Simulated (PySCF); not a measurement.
Si(H)3(NHiPr) (C3H11NSi), SMILES N([SiH3])C(C)C.

Coordinates come from a PBE0-D3(BJ)/def2-SVP optimisation. One conformer was computed; it need not be the lowest.

The numbers are results of PBE/def2-TZVP (PySCF), not measurements.

Isolated molecule, no solvent.

Problem. Estimate the frontier levels, gap, dipole moment and polarisability. (An estimate is asked for; the answer gives what the named calculation found.)

Solution. 
- highest occupied level = -5.39 eV
- lowest empty level = -0.30 eV
- orbital gap = 5.09 eV
- dipole moment = 1.31 D
- quadrupole, principal values (traceless, Buckingham form, about the centre of nuclear charge) = -2.46, -0.89, 3.34 D·Å
- mean static polarisability = 75.6 bohr³ (11.20 Å³)
- polarisability, principal values = 66.2, 72.6, 87.8 bohr³
